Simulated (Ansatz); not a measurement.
Job for Ansatz (a program for electronic structure): R-CCSD(T)/def2-SVP on CH4MgO (SMILES [CH3][Mg][OH]), a point of a bond scan (R = 1.093 Å).

Ansatz 0.2 input:
```yaml
crystal:
  periodic: [false, false, false]
  atoms:
    - {symbol: Mg, position_ang: [0.01243978, -0.08170774, 0.05863888]}
    - {symbol: C, position_ang: [-0.24275363, 1.59446996, -1.14429716]}
    - {symbol: H, position_ang: [-1.02669959, 2.24896975, -0.75494741]}
    - {symbol: H, position_ang: [-0.52403952, 1.31512017, -2.16281394]}
    - {symbol: H, position_ang: [0.67566808, 2.18360785, -1.20716694]}
    - {symbol: O, position_ang: [0.22953244, -1.50762973, 1.08197486]}
    - {symbol: H, position_ang: [0.34605594, -2.27298687, 1.63124580]}
basis:
  gaussian:
    orbitals: def2-SVP
    pivot_positions_ang: [[0.01243978, -0.08170774, 0.05863888], [-0.24275363, 1.59446996, -1.14429716], [-1.02669959, 2.24896975, -0.75494741], [-0.52403952, 1.31512017, -2.16281394], [0.67566808, 2.18360785, -1.20716694], [0.22953244, -1.50762973, 1.08197486], [0.34605594, -2.27298687, 1.63124580]]
magnetization: {spin_polarized: false}
correlation: {method: ccsd_t, electrons: outside_noble_gas}
scf: {lower_state_search: off}
output: {orbitals: {seedname: ./end}}
```

Output:

```
WARN ansatz: RAYON_NUM_THREADS=1 ignored (pool sized by the plan → 1); use --threads N
Functional definition: HF
these checks for a lower state are left out or cut short: stability, starts, cluster_reference, orbital_swaps, neighbouring_geometries, increment
integrals: 0.04 GiB planned
677 factors; integrals over basis functions are off by at most 3.7e-4 eV
mean field: 0.11 GiB planned
mean field evaluation 1: about -8555.0203 eV, gradient 4.4e1 eV
mean field evaluation 2: about -8555.0371 eV, gradient 4.4e1 eV
mean field evaluation 4: about -8559.0119 eV, gradient 2.4e0 eV
mean field evaluation 8: about -8559.0370 eV, gradient 3.1e-4 eV
mean field -8559.03695653 eV, -314.5388066288 hartree, gradient 7.8e-7 eV, S^2 0.000000; 0 other end points of the search recorded, 0 dependent functions left out
7 core orbitals not correlated
reference -8559.03695653 eV, -314.5388066288 hartree; 8, 8 occupied and 51, 51 virtual orbitals, 677 factors
second order -10.18054323 eV of doubles, -0.00000000 eV of singles
coupled cluster: 0.12 GiB planned
cycle   1  -10.49699191 eV  change   -3.2e-1 eV  update   7.8e-2
cycle   2  -10.73771086 eV  change   -2.4e-1 eV  update   2.4e-2
cycle   3  -10.81877155 eV  change   -8.1e-2 eV  update   1.5e-2
cycle   4  -10.81906428 eV  change   -2.9e-4 eV  update   3.9e-3
cycle   5  -10.81696507 eV  change    2.1e-3 eV  update   1.7e-3
cycle   6  -10.81686074 eV  change    1.0e-4 eV  update   5.3e-4
cycle   7  -10.81669648 eV  change    1.6e-4 eV  update   1.7e-4
cycle   8  -10.81665751 eV  change    3.9e-5 eV  update   5.5e-5
cycle   9  -10.81666374 eV  change   -6.2e-6 eV  update   2.1e-5
cycle  10  -10.81666193 eV  change    1.8e-6 eV  update   7.2e-6
perturbative correction -0.23821455 eV, -0.0087542233 hartree
Total energy: -8570.09183301 eV, -314.9450658462 hartree
Checks for a lower state left out: stability, starts, cluster_reference, orbital_swaps, neighbouring_geometries, increment
```

The calculation finished and met its thresholds.

Cost: around 2.9 core-seconds (rough).
